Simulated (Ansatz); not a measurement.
The same path of AlClFH3O2 (8 atoms, charge 0, multiplicity 1) was run twice with different band settings.

Level of theory: Ansatz 0.2.0, RKS PBE-D4/6-31G*.

Relaxed end points:

```xyz
8
Properties=species:S:1:pos:R:3
Al 0.055 0.389 -0.118
O -0.105 -0.009 1.842
H -1.022 -0.334 1.994
O 1.240 -0.627 -0.842
H 2.162 -0.316 -0.842
Cl -1.974 -0.096 -0.602
F 0.397 2.006 0.218
H -0.061 0.894 2.231
```

```xyz
8
Properties=species:S:1:pos:R:3
Al 0.182 0.524 -0.042
O -0.097 0.030 1.878
H -1.010 -0.332 1.943
O 1.642 -0.177 -0.620
H 1.564 -0.951 -1.205
Cl -1.699 -0.256 -0.742
F 0.224 2.158 0.351
H -0.116 0.911 2.318
```

Common settings: movable images 7; climbing image yes; optimiser quadratic models (default); start path through a guess of the saddle point; force threshold 0.05 eV/Å; iteration limit 60; end points relaxed.

| run | spring |
| --- | --- |
| 1 | 5.0 eV/Å² |
| 2 | 0.1 eV/Å² |

(1) What does each run give, and how far can it be trusted?

Results:

(1) Run 1: converged after 18 iterations, highest image 0.072 eV above the first end. A vibrational analysis at the climbing image gives one clearly imaginary mode, 246i cm⁻¹: a first-order saddle point.
Run 2: converged after 21 iterations, highest image 0.072 eV above the first end. Another band between the same ends (7 images) ends at a top of the same energy, where a vibrational analysis finds 1 clearly imaginary mode.
